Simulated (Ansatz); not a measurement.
Consider the cleavage of the Si–Ga bond: `[OH][GaH][SiH2]F` + `[OH][GeH3]` → `F[SiH2][O][GeH3]` + `[OH][GaH2]`.

Program: Ansatz. Geometries: PBE0-D4/def2-TZVP. ΔE: electronic, gas phase. CBS: MP2 limit from def2 TZ/QZ plus the TZ coupled-cluster correction, frozen cores. For Ga, Ge outer-core shells are correlated without core-valence functions, which leaves a few kJ/mol of doubt a bond. Scalar relativity is left out up to krypton. One conformer a species, not always the lowest.

```tsv
species	CCSD/def2-TZVPP energy (Eh)
`[OH][GaH][SiH2]F`	-2389.85213
`[OH][GeH3]`	-2153.13308
`F[SiH2][O][GeH3]`	-2542.63930
`[OH][GaH2]`	-2000.39568
```

**Question.** Work out ΔE.

**Answer.** ΔE = (-2542.63930) + (-2000.39568) − (-2389.85213) − (-2153.13308) = -0.04977 Eh = -130.7 kJ/mol. CCSD(T)/CBS gives -124.9 kJ/mol.

Largest T1 diagnostic among the species: 0.015.

From PBE to PBE0 (25 % exact exchange), in def2-TZVPP and without D4, ΔE moves by −11.3 kJ/mol. Leaving LDA and LC-ωPBE aside and taking each functional with its dispersion term where it has one, the values, not all of them listed here, spread over 36.0 kJ/mol, from BHLYP-D4 to PBE-D4. LDA lies −9.6 kJ/mol from PBE without D4.
